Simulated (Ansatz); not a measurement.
```xyz
9

N    -0.2945   -0.8543    1.0860
V     0.5406    0.1471   -0.1858
O     2.0639   -0.1149   -0.0238
O     0.2113    1.8782    0.0548
O     0.0085   -0.3556   -1.8072
H    -1.2536   -0.7245    1.3756
H     0.1976   -1.4800    1.7057
H    -0.6194    2.2537   -0.2501
H    -0.8544   -0.7497   -1.9551
```

The species carries charge 0 and has multiplicity 1.

Q: List the r2SCAN/def2-TZVPP orbital energies in eV (Ansatz 0.2.0). (Best estimate.)

A: Ansatz gave: Occupied: -5347.11, -603.75, -516.04, -515.97, -515.95, -508.10, -508.10, -508.04, -385.55, -71.70, -45.76, -45.37, -45.35, -25.76, -25.62, -23.50, -22.20, -13.05, -12.61, -12.53, -10.54, -9.79, -9.42, -9.13, -8.87, -8.45, -8.04, -7.77, -7.05. Lowest empty: -3.01, -2.91, -1.59, -1.29, -0.89, -0.27, 1.53, 1.69.
